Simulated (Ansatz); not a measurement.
Cost and result up the ladder for the cluster Sr₆Te₆ (12 atoms). Charge 0, multiplicity 1. Geometry: PBE0-D4/def2-SVP.

```xyz
12

Sr    4.190   -1.859   -2.484
Sr   -4.145    2.364   -3.087
Sr    4.228   -2.198    3.083
Sr   -0.224   -0.409    5.696
Sr    0.182    0.361   -5.692
Sr   -4.228    1.746    2.482
Te    5.291   -2.478    0.266
Te   -5.237    2.493   -0.270
Te   -2.458    1.838   -5.546
Te    2.543   -1.627    5.534
Te   -2.897    0.851    5.048
Te    2.756   -1.082   -5.031
```

Ansatz on 6 threads of Intel Xeon on a shared host. Times are rough, and most runs start from the orbitals of an earlier one. PBE0-D4/def2-TZVP serves as the yardstick here, not as an exact answer. Differences are given only for rows in sets of like size (and for xTB, whose basis is part of the method), since another set adds its own error. Binding counts from free atoms at the same level (Sr singlet, Te triplet; other spins of the atoms weren't run), without zero-point energy or a counterpoise term.

In the def2 sets Sr, Te take a core potential; there is no spin–orbit coupling. Correlated methods freeze 24 core orbitals; core or outer-core shells of Sr, Te are correlated, in sets that lack core-valence functions. The rows differ in basis, and correlated rows in double-zeta sets carry the largest basis error. The structure comes from a short search, and lower isomers may exist.

Correlated methods converge slowly with the basis, most of all in double-zeta sets.

```json
{"level": "PBE-D4/def2-SVP", "functions": "294", "wall time": "6 s", "binding energy per atom (eV)": "2.53", "difference from PBE0-D4/def2-TZVP (eV)": "–"}
{"level": "PBE-D4/def2-TZVP (with forces)", "functions": "498", "wall time": "14 s", "binding energy per atom (eV)": "2.50", "difference from PBE0-D4/def2-TZVP (eV)": "-0.02"}
{"level": "PBE0-D4/def2-SVP", "functions": "294", "wall time": "16 s", "binding energy per atom (eV)": "2.54", "difference from PBE0-D4/def2-TZVP (eV)": "–"}
{"level": "MP2/def2-SVP", "functions": "294", "wall time": "16 s", "binding energy per atom (eV)": "2.32", "difference from PBE0-D4/def2-TZVP (eV)": "–"}
{"level": "r2SCAN-D4/def2-TZVP", "functions": "498", "wall time": "19 s", "binding energy per atom (eV)": "2.63", "difference from PBE0-D4/def2-TZVP (eV)": "0.11"}
{"level": "PBE0-D4/def2-TZVP", "functions": "498", "wall time": "35 s", "binding energy per atom (eV)": "2.52", "difference from PBE0-D4/def2-TZVP (eV)": "0.00"}
```
